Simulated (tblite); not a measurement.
Species: C5H8F3S (doublet state).
Cartesian coordinates in Å at the GFN2-xTB level; atoms count from 1:
```xyz
17
C5H8F3S angstrom
C     -1.9662   -0.8009   -0.2381
C     -1.4759    0.3932    0.5980
C     -0.0372    0.6589    0.3476
C      0.4397    1.2307   -0.9336
S      1.0835    0.2841    1.5951
C      2.3167   -0.7998    0.6921
F      1.6952   -1.7205   -0.0484
F      3.0994   -1.4275    1.5611
F      3.1018   -0.1005   -0.1311
H     -1.3898   -1.6905    0.0021
H     -3.0140   -0.9949   -0.0250
H     -1.8574   -0.5937   -1.2992
H     -2.0711    1.2721    0.3315
H     -1.6310    0.1771    1.6558
H     -0.3704    1.7570   -1.4349
H      1.2709    1.9169   -0.7709
H      0.7986    0.4502   -1.6130
```

Structure optimised with GFN2-xTB, isolated species. This method treats the open shell by occupation alone, without spin polarisation.

Masses are those of the commonest isotopes; rigid-rotor values at the optimised geometry. The values belong to one conformer with, in the numbering `[CH3:1][CH2:2][C:3]([CH3:4])[S:5][C:6]([F:7])([F:8])[F:9]`, C1–C2–C3–C4 71°, C2–C3–S5–C6 127°.

**Question.** What are A, B and C (GHz)?

**Answer.** Ia = 224.78, Ib = 584.12, Ic = 594.55 u·Å²; 505379 MHz·u·Å²/I gives 2248, 865.2 and 850.0 MHz, that is A = 2.2484, B = 0.8652, C = 0.8500 GHz.

**Question.** What kind of rotor is it?

**Answer.** A near-prolate asymmetric top; Ray's κ = -0.978.

**Question.** What does the inertial defect say?

**Answer.** Not planar: Δ = Ic − Ia − Ib = -214.35 u·Å². For a rigid frame Δ = −2 Σ m c², so Σ m c² = 107.17 u·Å² lies off the ab plane: 9.40 from hydrogen and 97.77 from heavier atoms. The atom farthest from that plane is 1.65 Å away.

**Question.** Give the other two planar moments, Paa and Pbb, and the rms extents of the mass along the axes.

**Answer.** Paa = Σ m a² = (Ib + Ic − Ia)/2 = 476.95 and Pbb = Σ m b² = (Ia + Ic − Ib)/2 = 117.60 u·Å². With the mass M = 157.03 u, the rms extents √(P/M) along a, b and c are 1.74, 0.87, 0.83 Å.

**Question.** List the rotational levels J(Ka,Kc) to J = 5 (MHz).

**Answer.** Above 0(0,0):
J = 1: 1(0,1) 1715, 1(1,1) 3098, 1(1,0) 3114
J = 2: 2(0,2) 5146, 2(1,2) 6514, 2(1,1) 6559, 2(2,1) 10709, 2(2,0) 10709
J = 3: 3(0,3) 10291, 3(1,3) 11636, 3(1,2) 11728, 3(2,2) 15854, 3(2,1) 15855, 3(3,1) 22808, 3(3,0) 22808
J = 4: 4(0,4) 17150, 4(1,4) 18467, 4(1,3) 18619, 4(2,3) 22715, 4(2,2) 22717, 4(3,2) 29669, 4(3,1) 29669, 4(4,1) 39404, 4(4,0) 39404
J = 5: 5(0,5) 25724, 5(1,5) 27004, 5(1,4) 27232, 5(2,4) 31291, 5(2,3) 31295, 5(3,3) 38246, 5(3,2) 38246, 5(4,2) 47981, 5(4,1) 47981, 5(5,1) 60497, 5(5,0) 60497
The levels of one J sum to (2J + 1)J(J + 1)(A + B + C)/3.

For this open shell read J as N, the rotation without spin; fine and hyperfine splittings come on top. Its GFN2-xTB frequencies are all real (lowest 35 cm⁻¹). Zero-point vibration and centrifugal distortion are left out.

All values are computed, not measured.
